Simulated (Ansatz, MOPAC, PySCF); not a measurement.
Noncovalent pair: PH3 (SMILES P) (first 4 atoms) with AsH3 (SMILES [AsH3]); geometry from B3LYP-D3(BJ)/def2-TZVP, rigid monomers moved along the line of their centres of mass till P1···As5 is 4.19 Å.
(charge 0, multiplicity 1):
```xyz
8

P     -0.5518     0.1766     0.2743
H      0.7162    -0.4564     0.2556
H     -1.2642    -1.0484     0.2453
H     -0.5941     0.3428    -1.1351
As    -0.4400    -0.2923     4.4336
H     -1.8038     0.3852     4.4715
H      0.2936     1.0413     4.4921
H     -0.4049    -0.4527     5.9519
```

Interaction energies are E(AB) − E(A) − E(B) at the monomers' geometry in the complex; basis-set methods are counterpoise corrected. Rows marked so take none.

Cores are frozen in the correlated methods. Filled d and f shells under p-block atoms count as core. CBS(a, b) extrapolates the correlation energy as X⁻³ and adds the Hartree–Fock energy of set b. Rows in 3-21G, 6-31G*, LANL2DZ, STO-3G carry no dispersion term and start afresh at each structure (6-31G* with six Cartesian d functions); the Pople sets are all-electron and without relativity. MP2/6-31G* freezes PySCF's default core, which leaves 3d correlated. LANL2DZ brings its own core potentials from Na on. The state that AM1 reach isn't checked.

Programs: Ansatz (a quantum-chemistry and plane-wave program); MOPAC for AM1 (differences of heats of formation); PySCF for 3-21G rows, 6-31G* rows, LANL2DZ rows, STO-3G rows, the dispersion terms. Values without a source in brackets are computed.

Other levels give for the interaction energy: PBE/def2-TZVPPD -2.5; B3LYP/def2-TZVPPD -0.2; B3LYP-D3(BJ)/def2-TZVPPD -5.1; wB97M-V/def2-TZVPPD -4.0; CCSD(T)/CBS(def2-SVPD, def2-TZVPPD) -3.7 kJ/mol.

### Question
What do these common cheap choices give for the same quantity: AM1, HF/STO-3G (no counterpoise), HF/3-21G (no counterpoise), HF/6-31G*, HF/6-31G* (no counterpoise), BP86/6-31G* (no counterpoise), B3LYP/LANL2DZ (no counterpoise), MP2/6-31G*?

### Answer
AM1 -1.7; HF/STO-3G (no counterpoise) -0.8; HF/3-21G (no counterpoise) -3.7; HF/6-31G* -0.4; HF/6-31G* (no counterpoise) -0.7; BP86/6-31G* (no counterpoise) -0.4; B3LYP/LANL2DZ (no counterpoise) -2.1; MP2/6-31G* -2.5 kJ/mol. They span -3.7 to -0.4 kJ/mol.
